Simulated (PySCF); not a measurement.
C₆ coefficients of unlike pairs at PBE

Calculated with PySCF 2.14 from the dipole response of each species, C₆(A,B) = (3/π) ∫ α_A(iu) α_B(iu) du, in atomic units, from isotropic polarisabilities. For ions this is the dispersion term alone; charge-induced terms of lower order in 1/R come first.

```json
{"species": "Sc+", "configuration": "[Ar] 3d1 4s1 (3D)", "basis": "def2-TZVPPD (6s6p4d2f1g)", "relativity": "none", "α (bohr³)": "60.99", "C₆ (like pair)": "417.4"}
{"species": "N", "configuration": "[He] 2s2 2p3 (4S)", "basis": "aug-cc-pCVTZ-DK with one added diffuse shell each of s, p, d, f type (8s7p5d3f)", "relativity": "spin-free X2C", "α (bohr³)": "8.335", "C₆ (like pair)": "28.54"}
{"species": "Cl(2+)", "configuration": "[Ne] 3s2 3p3 (4S)", "basis": "aug-cc-pV(T+d)Z with one added diffuse shell each of s, p, d, f type (7s6p5d3f)", "relativity": "none", "α (bohr³)": "5.877", "C₆ (like pair)": "20.95"}
{"species": "O", "configuration": "[He] 2s2 2p4 (3P)", "basis": "aug-cc-pVDZ (4s3p2d)", "relativity": "none", "α (bohr³)": "4.787", "C₆ (like pair)": "14.09"}
```

(1) Estimate C₆ for O with Cl(2+).

No spin-orbit coupling is included.

The other pairs:

```csv
pair,C₆
"O, Sc+",59.65
"Cl(2+), Sc+",73.60
"O, N",19.69
"Cl(2+), N",24.17
"N, Sc+",93.79
```

## Answers

(1) The integral gives 17.14. The combination rule 2 C_A C_B / (C_A α_B/α_A + C_B α_A/α_B) gives 17.18 and the geometric mean 17.18.
